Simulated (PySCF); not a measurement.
Correlation energy of Lu⁺ (lutetium, charge +1)

[Xe] 4f14 6s2, closed-shell 1S. Calculation: PySCF 2.14, in cc-pVDZ-X2C (8s7p5d3f1g, 84 functions); scalar relativity by spin-free X2C-1e. Frozen: [Kr] 4d10; 24 electrons correlated.

MP2 pair energies summed by pair of shells (mhartree):

```json
{"pair": "4f-4f", "energy": "-583.45", "share (%)": "55.3"}
{"pair": "4f-5p", "energy": "-202.36", "share (%)": "19.2"}
{"pair": "5p-5p", "energy": "-115.11", "share (%)": "10.9"}
{"pair": "4f-5s", "energy": "-46.50", "share (%)": "4.4"}
{"pair": "5p-6s", "energy": "-36.26", "share (%)": "3.4"}
{"pair": "5s-5p", "energy": "-25.80", "share (%)": "2.4"}
{"pair": "6s-6s", "energy": "-20.30", "share (%)": "1.9"}
{"pair": "4f-6s", "energy": "-17.64", "share (%)": "1.7"}
{"pair": "5s-5s", "energy": "-5.46", "share (%)": "0.5"}
{"pair": "5s-6s", "energy": "-1.74", "share (%)": "0.2"}
```

Total MP2 correlation energy: -1054.6 mhartree.

Same-spin part -409.25 and opposite-spin part -645.37 mhartree; SCS-MP2 scales them by 1/3 and 6/5 to -910.86 mhartree.
